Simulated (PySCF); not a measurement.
A PySCF script (with the pyscf-properties extension) for the NMR shieldings of SMILES BC#C[C@@]1([SiH3])C[C@H]1F, C₅H₈BFSi, on a GFN2-xTB geometry:

```python
import basis_set_exchange as bse
import numpy as np
from pyscf import gto, dft
from pyscf.prop import nmr

atoms = """
B     3.426061    0.914068    0.325639
C     1.988381    0.530679    0.253069
C     0.820497    0.205900    0.208847
C    -0.555137   -0.153933    0.153832
Si   -1.765041    1.307564    0.215568
C    -0.906941   -1.398472   -0.648839
C    -0.958724   -1.441469    0.832961
F    -0.016951   -2.168568    1.493475
H     4.240908    0.196149   -0.112379
H     3.726813    1.933016    0.818774
H    -1.523334    2.136962   -0.963701
H    -3.119175    0.747577    0.181039
H    -1.536480    2.041134    1.457639
H    -1.835230   -1.417580   -1.199634
H    -0.090726   -1.924008   -1.123003
H    -1.902521   -1.500076    1.362785
"""
names = dict.fromkeys(["B", "C", "Si", "F", "H"], "pcSseg-1")
basis = {el: gto.basis.parse(bse.get_basis(n, elements=[el], fmt="nwchem")) for el, n in names.items()}
mol = gto.M(atom=atoms, basis=basis, charge=0, verbose=0)
mf = dft.RKS(mol, xc="PBE0")
mf.grids.level = 2
mf.grids.alignment = dft.numint.BLKSIZE   # the property module wants whole blocks of grid points
mf.conv_tol = 1e-9
mf.kernel()

calc = nmr.RKS(mf)   # GIAO
C = mf.mo_coeff
Co = C[:, mf.mo_occ > 0]
resp = mf.gen_response(singlet=True, hermi=2)
def vind(x):   # induced exchange potential for any number of trial vectors
    d = np.einsum("pi,xij,qj->xpq", C, 2 * x.reshape(-1, C.shape[1], Co.shape[1]), Co, optimize=True)
    return np.einsum("xpq,pi,qj->xij", resp(d - d.transpose(0, 2, 1)), C, Co, optimize=True).ravel()
mo1, _ = nmr.rhf.solve_mo1(calc, with_cphf=vind)
sigma = calc.kernel(mo1)
for i, s in enumerate(sigma):   # ppm
    w = np.linalg.eigvalsh((s + s.T) / 2)
    print("%2d %-2s iso %8.1f  s11 %8.1f  s22 %8.1f  s33 %8.1f" % (i, mol.atom_pure_symbol(i), w.mean(), *w))
```

Q: What are the results?

A: 
```
 0 B  iso     34.8  s11    -33.8  s22     -1.5  s33    139.6
 1 C  iso     86.1  s11    -15.1  s22     -0.4  s33    273.8
 2 C  iso     24.4  s11    -29.4  s22      1.6  s33    100.9
 3 C  iso    179.2  s11    146.2  s22    171.6  s33    219.8
 4 Si iso    407.8  s11    377.9  s22    388.8  s33    456.8
 5 C  iso    162.1  s11    133.7  s22    160.9  s33    191.8
 6 C  iso    104.9  s11     55.0  s22     84.4  s33    175.3
 7 F  iso    397.2  s11    361.7  s22    387.3  s33    442.6
 8 H  iso     25.1  s11     20.6  s22     27.1  s33     27.4
 9 H  iso     25.0  s11     20.5  s22     27.1  s33     27.4
10 H  iso     27.5  s11     24.0  s22     25.6  s33     32.8
11 H  iso     28.3  s11     24.4  s22     26.8  s33     33.7
12 H  iso     27.3  s11     23.9  s22     25.4  s33     32.8
13 H  iso     30.6  s11     24.9  s22     27.9  s33     38.9
14 H  iso     30.1  s11     24.9  s22     27.9  s33     37.4
15 H  iso     27.0  s11     21.4  s22     27.5  s33     31.9
```

These numbers come from an equivalent density-fitted implementation of the same equations, which agrees with the script to about 0.01 ppm for H and up to a few tenths of a ppm for heavy atoms, so last digits may differ.

Size and cost of the density-fitted run: 183 basis functions, 63 s wall time on 1 thread of an Arm Neoverse N1, shared host; peak memory 0.83 GiB.
